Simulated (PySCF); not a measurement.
C₅H₇FO, SMILES C=C[C@]1(F)CCO1. Atoms are numbered in the order given.

```xyz
14

C      2.4749    -0.2909     0.1414
C      1.2664    -0.6306    -0.3003
C      0.0074     0.0862     0.0646
F      0.3081     1.2010     0.8017
C     -1.1588    -0.6942     0.6909
C     -1.9504    -0.1546    -0.5013
O     -0.7676     0.4352    -1.0524
H      2.6046     0.5645     0.8088
H      3.3654    -0.8506    -0.1544
H      1.1226    -1.4810    -0.9747
H     -1.4382    -0.3271     1.6863
H     -1.0222    -1.7830     0.7120
H     -2.7196     0.5999    -0.2664
H     -2.3816    -0.9090    -1.1787
```
Charge 0, spin multiplicity 1.

Geometry: PBE0-D3(BJ)/def2-SVP. The structure was generated by enumeration; whether it is a known compound was not checked. Other conformers were not sampled.

Two levels are set side by side: PBE/pcSseg-1 (PySCF) and PBE0/pcSseg-1 (PySCF). GIAO shifts against CFCl3 (¹⁹F), H2O (¹⁷O), TMS (¹H), TMS (¹³C) at the same level; non-relativistic, no solvent, atoms listed together averaged. Differences are taken from unrounded values.

```json
[
 {"quantity": "δ(¹³C) of C1 (ppm)", "PBE0": "127.3"},
 {"quantity": "δ(¹³C) of C2 (ppm)", "PBE0": "146.8"},
 {"quantity": "δ(¹³C) of C3 (ppm)", "PBE0": "119.2"},
 {"quantity": "δ(¹⁹F) of F4 (ppm)", "PBE0": "-134.0"},
 {"quantity": "δ(¹³C) of C5 (ppm)", "PBE0": "38.2"},
 {"quantity": "δ(¹³C) of C6 (ppm)", "PBE0": "66.1"},
 {"quantity": "δ(¹⁷O) of O7 (ppm)", "PBE0": "108.9"},
 {"quantity": "δ(¹H) of H10 (ppm)", "PBE0": "6.33"},
 {"quantity": "δ(¹H) of H11, H12 (ppm)", "PBE0": "2.94"}
]
```

Task: What does PBE give, and how far is it from PBE0? (The exact figures need the calculation; the answer reports its results.)

Result: 
```json
[
 {"quantity": "δ(¹³C) of C1 (ppm)", "PBE": "124.3", "PBE minus PBE0": "-2.9"},
 {"quantity": "δ(¹³C) of C2 (ppm)", "PBE": "146.3", "PBE minus PBE0": "-0.5"},
 {"quantity": "δ(¹³C) of C3 (ppm)", "PBE": "123.3", "PBE minus PBE0": "4.1"},
 {"quantity": "δ(¹⁹F) of F4 (ppm)", "PBE": "-149.9", "PBE minus PBE0": "-15.9"},
 {"quantity": "δ(¹³C) of C5 (ppm)", "PBE": "39.0", "PBE minus PBE0": "0.7"},
 {"quantity": "δ(¹³C) of C6 (ppm)", "PBE": "68.4", "PBE minus PBE0": "2.4"},
 {"quantity": "δ(¹⁷O) of O7 (ppm)", "PBE": "121.9", "PBE minus PBE0": "13.1"},
 {"quantity": "δ(¹H) of H10 (ppm)", "PBE": "6.35", "PBE minus PBE0": "0.02"},
 {"quantity": "δ(¹H) of H11, H12 (ppm)", "PBE": "2.97", "PBE minus PBE0": "0.04"}
]
```

Rough cost on one machine, each run with all the roots and properties that it gave: PBE0 against PBE within a factor of 2.
